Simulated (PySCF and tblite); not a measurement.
The numbers below are computed, except where a source is named.
2 diastereomers of C₄H₁₄Si₂, numbered alike:

| isomer | SMILES | descriptors (one enantiomer) |
| --- | --- | --- |
| A | [CH3:1][C@@H:2]([SiH3:3])[C@H:4]([CH3:5])[SiH3:6] | 2R, 4S |
| B | [CH3:1][C@H:2]([SiH3:3])[C@H:4]([CH3:5])[SiH3:6] | 2S, 4S |

Each isomer is a Boltzmann average at 298.15 K over at most 7 conformers: GFN2-xTB geometries, energies PBE0/pcSseg-1 (D3(BJ) added where defined), GIAO shieldings PBE0/pcSseg-1, GFN2-xTB thermal terms. Programs: PySCF with density fitting and tblite.

**Question.** What shifts does each isomer give (ppm)?

**Answer.** 
A: ¹H (against TMS): 1.24 (H1/H5, 6H), 1.16 (H2/H4, 2H). ¹³C (against TMS): 24.0 (C2/C4), 19.5 (C1/C5). ²⁹Si (against TMS): -65.3 (Si3/Si6).

B: ¹H (against TMS): 1.32 (H2/H4, 2H), 1.30 (H1/H5, 6H). ¹³C (against TMS): 25.4 (C2/C4), 20.6 (C1/C5). ²⁹Si (against TMS): -70.1 (Si3/Si6). H not on carbon is left out.

Unscaled ²⁹Si shifts at such levels can be off by tens of ppm; differences between conformers or isomers are more reliable. Shifts are unscaled: against experiment ¹³C can be off by 15 ppm or more and ¹H by 0.8 ppm.
